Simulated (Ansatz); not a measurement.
A made-up structure of AlBSiH$_{3}$O (charge +1), singlet:

B1  (-2.167, -1.485, -0.496)
Si2  (-0.064, -1.289, -0.804)
O3  (0.526, -0.010, -0.114)
Al4  (1.403, 1.359, 0.573)
H5  (-3.075, -2.211, -0.769)
H6  (-2.184, -0.485, 0.071)
H7  (1.442, 2.581, -0.401)
(Å)

It is relaxed with PBE-D4/def2-SVP and then PBE0-D4/def2-TZVP (Ansatz 0.2.0). Atoms count as bonded within 1.22 times the sum of their covalent radii (H–H: 0.88 Å). The end point is not checked to be a true minimum.

Q: Does its bonding change? (A judgement: the text doesn't fix the answer.)

A: By the calculation: No: no bond forms or breaks.

Where it ends: The first stage lowers the energy by 1.15 eV in 21 steps. It ends as AlBSiH₃O ([BH2][Si][O][AlH]), total charge +1:
B1  (-2.073, -1.330, -0.412)
Si2  (-0.453, -1.108, -1.622)
O3  (0.286, 0.110, -0.643)
Al4  (1.153, 1.251, 0.112)
H5  (-2.067, -2.121, 0.487)
H6  (-3.058, -0.668, -0.572)
H7  (2.092, 2.327, 0.712)
(Å)

Labels in which every atom is bracketed show which atoms are joined, not bond orders.

For scale, one of the runs: PBE0-D4/def2-TZVP relaxation, 154 basis functions, launched by `ansatz run in.yaml --threads 2 --pin off --events-out ev --progress --plain --max-ram 4352MiB`. The run took about 42 s on 2 CPU threads of an Arm Neoverse V1 (shared host).
